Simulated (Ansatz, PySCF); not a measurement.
CH4BClO2. Atoms are numbered in the order given.

```xyz
9

B      0.0765     0.1869     0.0630
Cl    -0.2037    -0.3431     1.7384
O      0.5989     1.4116    -0.1882
H      0.7776     1.9109     0.6139
O     -0.2485    -0.6661    -0.9187
C     -0.0698    -0.3538    -2.2799
H      0.6482    -1.0607    -2.7232
H     -1.0318    -0.4654    -2.8024
H      0.3016     0.6719    -2.4221
```
Charge 0, spin multiplicity 1.

Geometry optimised at PBE0-D3(BJ)/def2-SVP. One conformer was computed; it need not be the lowest.

Vertical ionisation energy (IE) and electron affinity (EA) in eV. Rows of orbital energies are one-electron estimates. Where ΔSCF, EOM or ADC give a negative EA the extra electron is unbound and the value depends on the basis.

| level | IE | EA |
|---|---|---|
| −ε(HOMO), −ε(LUMO), B3LYP/def2-TZVP (PySCF) | 8.53 | -0.36 |
| −ε(HOMO), −ε(LUMO), PBE/def2-TZVP (PySCF) | 7.26 | 0.10 |
| ΔSCF, CAM-B3LYP/def2-SVPD (Ansatz), final states of multiplicity 2 and 2 | 11.30 | -1.04 |
| ΔSCF, PBE/def2-SVPD (Ansatz), final states of multiplicity 2 and 2 | 10.57 | -0.83 |

Q: What vertical singlet–triplet gap does ΔSCF give with CAM-B3LYP/def2-SVPD (Ansatz, a program for electronic structure) and with PBE/def2-SVPD (Ansatz)? (An estimate is asked for; the answer gives what the named calculation found.)

A: 8.00 and 7.09 eV (triplet above singlet where positive).
